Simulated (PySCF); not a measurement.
A calculated (UHF, PySCF 2.14, aug-cc-pV(Q+d)Z with one added diffuse shell each of s, p, d, f, g type, no relativity, point nucleus) atom or ion has these occupied shells.

```tsv
shell	electrons	orbital energy (eV)	rms radius, mean of both spins (bohr)
1s α	1	-1586.6	0.139
1s β	1	-1586.5	0.139
2s α	1	-128.32	0.678
2s β	1	-128.25	0.678
2p α	3	-82.366	0.675
2p β	3	-82.165	0.675
3s α	1	-6.853	2.99
3s β	1	-4.498	2.99
3p α	2	-0.612	5.14
```

Task: Name the element and its charge.

Result: Al⁻ (aluminium, charge -1), in [Ne] 3s2 3p2, high-spin 3P determinant.
